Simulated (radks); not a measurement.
Q: These are the eigenvalues of the occupied orbitals of an atom or ion with whole-number occupations (eV). Method: scalar-relativistic Kohn-Sham, BLYP, spin-polarised, spherical densities, finite nucleus; Fermi nuclear charge, rms radius of each element as measured or else 0.836 A^(1/3) + 0.57 fm; computed with a radial shooting solver on a logarithmic mesh with Libxc functionals.

orbital  eigenvalue
1s up     -9561.107
1s down   -9561.101
2s up     -1193.434
2s down   -1192.002
2p up     -1039.078
2p down   -1037.997
3s up     -161.9461
3s down   -159.3051
3p up     -115.7927
3p down   -113.2132
3d up      -41.0271
3d down    -38.5783
4s up      -22.1190
4s down    -21.6872
4f up       -0.5255

Which element is it, and in what charge state? The configuration may be excited. Open shells, if any, are filled with parallel spins first.

A: Z = 30, zinc, charge 0: Zn in [Ar] 3d8 4s2 4f2. The list shows which subshells hold electrons but not how many an open one holds; the 1s level, -351.36 hartree, gives Z - s = 26.5 by -(Z - s)^2/2, which with screening and relativity narrows Z to a few neighbours, and the depths of the outer levels then fix element, charge and occupations together.
